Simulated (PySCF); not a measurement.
Species: [VS4]3- (charge -3 and singlet state).
Structure used (PBE0-D3(BJ)/def2-SVP), in Å, numbered top down from 1:
```xyz
5
VS4 angstrom
V     -0.0023    0.0003    0.0022
S     -0.0024   -0.0250    2.1776
S      2.0462    0.0104   -0.7164
S     -1.0249    1.7833   -0.7104
S     -1.0166   -1.7690   -0.7530
```

The closed-shell ground state was solved at several levels (PySCF, density fitting, gas phase, non-relativistic). Whether so highly charged an anion holds all its electrons in the gas phase wasn't checked; a finite basis holds them in any case. No counter-ion or solvent screens the charge of this multiply charged ion. The HOMO energy is positive, so at this level the finite basis confines the outermost electrons. No diffuse functions stand in pcSseg-1 (pcSseg-2 on V), which bears on an anion's orbital energies.

| level | basis functions | total energy (Eh) | HOMO (eV) | LUMO (eV) | gap (eV) |
| --- | --- | --- | --- | --- | --- |
| B3LYP/pcSseg-1 (pcSseg-2 on V) | 169 | -2536.7574 | 7.73 | 11.18 | 3.45 |
| PBE/pcSseg-1 (pcSseg-2 on V) | 169 | -2535.8174 | 8.51 | 10.57 | 2.06 |

**Question.** Estimate the row for PBE0/pcSseg-1 (pcSseg-2 on V), a basis of 169 functions; the other rows only guide the guess.

**Answer.** Total energy -2535.8910 Eh, HOMO 7.40 eV, LUMO 11.24 eV, gap 3.84 eV.

**Question.** Over all these levels, which gives the widest orbital gap and which the narrowest?

**Answer.** PBE0/pcSseg-1 (pcSseg-2 on V) (global hybrid, 25 % exact exchange) has the widest, 3.84 eV, and PBE/pcSseg-1 (pcSseg-2 on V) (GGA) the narrowest, 2.06 eV. From the narrowest to the widest the HOMO moves by -1.11 eV and the LUMO by +0.67 eV.

**Question.** In the pcSseg-1 (pcSseg-2 on V) basis, how does the gap go with the fixed share of exact exchange?

**Answer.** PBE (0 %) 2.06 eV; B3LYP (20 %) 3.45 eV; PBE0 (25 %) 3.84 eV. Each rise in the share widens the gap here.
